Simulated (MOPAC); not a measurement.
Input for MOPAC: PM6 on GaH3 (SMILES [GaH3]).

```
PM6 1SCF PRECISE CHARGE=0 THREADS=1
GaH3

Ga    -0.74918679 1     0.40672621 1     1.71060508 1
H     -1.49296131 1     1.74067304 1     2.13116659 1
H      0.59104748 1     0.53920122 1     0.87650540 1
H     -1.62811274 1    -0.89356630 1     1.49561764 1
```

The log:

```
*******************************************************************************
 **                                                                           **
 **                              MOPAC v23.2.5                                **
 **                                                                           **
 *******************************************************************************
 ** MOPAC's Digital Object Identifier: https://doi.org/10.5281/zenodo.6511958 **
 **                                                                           **
 ** Please cite the open-source release paper for use of this MOPAC version:  **
 ** J. E. Moussa and J. J. P. Stewart (2026)                                  **
 ** MOPAC: An open-source semiempirical molecular orbital program             **
 ** J. Open Source Softw., 11(119), 8025, https://doi.org/10.21105/joss.08025 **
 *******************************************************************************

                              PM6 CALCULATION RESULTS

 *******************************************************************************
 *  PM6        - The PM6 Hamiltonian to be used
 *
 *
 *
 *                 CHARGE ON SYSTEM = 0
 *
 *
 *
 *  PRECISE    - TIGHTER CRITERIA TO BE USED
 *  1SCF       - DO 1 SCF AND THEN STOP
 *  THREADS=1  - MULTI-THREADING NOT USED
 *  T=         - A TIME OF 172800.0 SECONDS REQUESTED
 *  DUMP=N     - RESTART FILE WRITTEN EVERY 7200.0 SECONDS REQUESTED
 *******************************************************************************
PM6 1SCF PRECISE CHARGE=0 THREADS=1
 GaH3

   ATOM   CHEMICAL          X               Y               Z
  NUMBER   SYMBOL      (ANGSTROMS)     (ANGSTROMS)     (ANGSTROMS)

     1      Ga         -0.74918679  *   0.40672621  *   1.71060508  *
     2       H         -1.49296131  *   1.74067304  *   2.13116659  *
     3       H          0.59104748  *   0.53920122  *   0.87650540  *
     4       H         -1.62811274  *  -0.89356630  *   1.49561764  *



          CARTESIAN COORDINATES

    NO.       ATOM           X           Y           Z

     1        Ga         -0.7492      0.4067      1.7106
     2         H         -1.4930      1.7407      2.1312
     3         H          0.5910      0.5392      0.8765
     4         H         -1.6281     -0.8936      1.4956

 General Reference for PM6:
 "Optimization of Parameters for Semiempirical Methods V: Modification of NDDO Approximations
 and Application to 70 Elements", J. J. P. Stewart, J. Mol. Mod., 13, 1173-1213 (2007)
 URL: https://link.springer.com/article/10.1007/s00894-007-0233-4

           Empirical Formula: H3 Ga  =     4 atoms



      MOLECULAR POINT GROUP   :   C3v


      RHF CALCULATION, NO. OF DOUBLY OCCUPIED LEVELS = 3


 -------------------------------------------------------------------------------
 PM6 1SCF PRECISE CHARGE=0 THREADS=1
 GaH3



     1SCF WAS SPECIFIED, SO BFGS WAS NOT USED
     SCF FIELD WAS ACHIEVED


                              PM6 CALCULATION
                                                       MOPAC v23.2.5 Linux




          FINAL HEAT OF FORMATION =         21.31825 KCAL/MOL =      89.19554 KJ/MOL


          COSMO AREA              =         67.87 SQUARE ANGSTROMS
          COSMO VOLUME            =         50.33 CUBIC ANGSTROMS

          IONIZATION POTENTIAL    =         12.154520 EV
          HOMO LUMO ENERGIES (EV) =        -12.155 -0.985
          NO. OF FILLED LEVELS    =          3
          MOLECULAR WEIGHT        =         72.7587         POINT GROUP:  C3v

          MOLECULAR DIMENSIONS (Angstroms)

            Atom       Atom       Distance
            H     4    H     2     2.71319
            H     3    H     2     2.34956
            H     2   Ga     1     0.23627


          SCF CALCULATIONS        =          1





   ATOM   CHEMICAL          X               Y               Z
  NUMBER   SYMBOL      (ANGSTROMS)     (ANGSTROMS)     (ANGSTROMS)

     1      Ga         -0.74918679  *   0.40672621  *   1.71060508  *
     2       H         -1.49296131  *   1.74067304  *   2.13116659  *
     3       H          0.59104748  *   0.53920122  *   0.87650540  *
     4       H         -1.62811274  *  -0.89356630  *   1.49561764  *

                             CARTESIAN COORDINATES

   1   Ga       -0.749186790     0.406726210     1.710605080
   2    H       -1.492961310     1.740673040     2.131166590
   3    H        0.591047480     0.539201220     0.876505400
   4    H       -1.628112740    -0.893566300     1.495617640


           Empirical Formula: H3 Ga  =     4 atoms



      MOLECULAR POINT GROUP   :   C3v


                  EIGENVALUES
 -18.15142 -12.15484 -12.15452  -0.98476   3.20232   4.11710   4.11735


              NET ATOMIC CHARGES AND DIPOLE CONTRIBUTIONS

  ATOM NO.   TYPE          CHARGE      No. of ELECS.   s-Pop       p-Pop
    1         Ga          -0.483683        3.4837     1.36561     2.11807
    2          H           0.161232        0.8388     0.83877
    3          H           0.161219        0.8388     0.83878
    4          H           0.161232        0.8388     0.83877
 DIPOLE           X         Y         Z       TOTAL
 POINT-CHG.    -0.219     0.129    -0.487     0.549
 HYBRID         0.210    -0.124     0.468     0.528
 SUM           -0.008     0.005    -0.019     0.021


          ATOMIC ORBITAL ELECTRON POPULATIONS

     Atom    s        px        py        pz
    1 Ga   1.36561   0.88916   0.99838   0.23053
    2  H   0.83877
    3  H   0.83878
    4  H   0.83877

 **********************
 *                    *
 * JOB ENDED NORMALLY *
 *                    *
 **********************




 == MOPAC DONE ==
```

The run finished.

Cost: roughly 0.020 core-seconds.
